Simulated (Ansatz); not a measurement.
ClGeH3OSn (`[Cl][SnH]1[O][GeH2]1`). The species carries charge 0 and has multiplicity 1. Sn takes the def2 core potential. The geometry is a stationary point of PBE0-D4/def2-TZVP.

```xyz
7

Cl    0.263   -2.030   -2.156
Sn   -0.054    0.079   -1.207
O    -1.154   -0.209    0.517
Ge    0.383    0.316    1.245
H    -1.013    0.925   -2.330
H     1.202   -0.759    1.975
H     0.372    1.678    1.956
```

What is the dipole moment at r2SCAN/def2-TZVPP? (Best estimate.)

Computed: 3.46 D, with components (1.68, 2.78, 1.20) D in this frame, pointing from negative to positive charge.

And with PBE, B3LYP, ωB97M-V? (Estimate.)

Computed: PBE 3.32 D, B3LYP 3.61 D, ωB97M-V 3.70 D.

Give the Mulliken charges with r2SCAN, ωB97M-V, PBE in def2-TZVPP. (Estimate.)

Ansatz gave: 
```
atom  r2SCAN  ωB97M-V    PBE
 Cl1   -0.38    -0.35  -0.35
 Sn2    0.73     0.63   0.66
  O3   -0.59    -0.60  -0.52
 Ge4    0.34     0.31   0.29
  H5   -0.09    -0.05  -0.08
  H6    0.00     0.04   0.01
  H7    0.00     0.03   0.00
```

B3LYP here is the variant with VWN-RPA as its local correlation; programs differ in this.
